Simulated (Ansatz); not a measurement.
The same group exchange along the group B, Al, Ga, In.

Calculated with Ansatz (gas phase, PBE0-D4/def2-TZVP geometries, no zero-point term in ΔE). CCSD(T)/CBS adds triple-zeta CCSD(T) − MP2 to the extrapolated MP2 energy (def2 sets, frozen cores). This one scheme is used for every species. Functionals use def2-TZVPP. Elements past krypton have def2 core potentials. For Ga, In outer-core shells are correlated without core-valence functions, which leaves a few kJ/mol of doubt a bond. Scalar relativity is left out up to krypton. One conformer a species, not always the lowest.

```
                                                     reaction  CCSD/CBS(def2) (eV)  PBE0-D4 (eV)  CCSD(T)/def2-SVP (eV)  ωB97M-V (eV)  CCSD(T)/CBS(def2) (eV)
                   `FB(Cl)Cl` + ethylene → `C=CB(Cl)Cl` + H–F                 1.06          1.04                   1.28          1.13                    1.02
`[F][Al]([Cl])[Cl]` + ethylene → `C=[CH][Al]([Cl])[Cl]` + H–F                 1.68          1.56                   1.74          1.65                    1.64
`[F][Ga]([Cl])[Cl]` + ethylene → `C=[CH][Ga]([Cl])[Cl]` + H–F                 0.59          0.60                   0.89          0.68                    0.56
`[F][In]([Cl])[Cl]` + ethylene → `C=[CH][In]([Cl])[Cl]` + H–F                 0.45          0.42                   0.61          0.49                    0.42
```

Largest T1 diagnostic: 0.014, for `[F][In]([Cl])[Cl]`.
